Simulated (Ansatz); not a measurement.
`BN(C=C)[SiH2]C` + `NB(O)Cl` → `BOB(N)Cl` + `C=CN[SiH2]C`  (ligand exchange at a B–N bond)

Program: Ansatz. Geometries: PBE0-D4/def2-TZVP. ΔE: electronic, gas phase. CBS: MP2 limit from def2 TZ/QZ plus the TZ coupled-cluster correction, frozen cores. DFT in def2-TZVPP. B3LYP here is the variant with VWN-RPA as its local correlation; programs differ in this. One conformer a species, not always the lowest.

| level | ΔE (kJ/mol) | difference from CCSD(T)/CBS |
| --- | --- | --- |
| PBE-D4 | 17.5 | 0.3 |
| r2SCAN-D4 | 12.4 | -4.8 |
| PBE0-D4 | 16.0 | -1.2 |
| B3LYP-D4 | 10.8 | -6.4 |
| ωB97X-V | 11.5 | -5.7 |
| ωB97M-V | 14.1 | -3.1 |
| B2PLYP | 8.7 | -8.5 |
| PBE | 12.5 | -4.7 |
| r2SCAN | 11.0 | -6.2 |
| PBE0 | 11.6 | -5.6 |
| B3LYP | 2.9 | -14.3 |
| HF/def2-TZVPP | -8.2 | -25.4 |
| MP2/def2-TZVPP | 19.7 | 2.5 |
| SCS-MP2/def2-TZVPP | 14.5 | -2.7 |
| CCSD/def2-TZVPP | 14.0 | -3.2 |
| CCSD(T)/def2-TZVPP | 17.8 | 0.6 |
| HF/def2-QZVPP | -9.0 | -26.2 |
| MP2/def2-QZVPP | 19.1 | 1.9 |
| SCS-MP2/def2-QZVPP | 13.9 | -3.3 |
| HF/CBS(def2) | -9.1 | -26.3 |
| MP2/CBS(def2) | 19.2 | 2.0 |
| CCSD/CBS(def2) | 13.5 | -3.7 |
| CCSD(T)/CBS | 17.2 | 0 |

Largest T1 diagnostic among the species: 0.012.

The D4 term adds +7.9 kJ/mol with B3LYP and +4.4 kJ/mol with PBE0; it sums over pairs of atoms, weighted by their polarisabilities, and B3LYP, whose exchange is more repulsive, gets the larger term. In def2-TZVPP, CCSD(T) changes the Hartree–Fock value by +26.0 kJ/mol (the triples alone add +3.8 kJ/mol) and MP2 by +27.9 kJ/mol.

CCSD(T)/CBS has its own doubt, a few kJ/mol and more with outer-core shells, so smaller differences from it don't rank the levels.
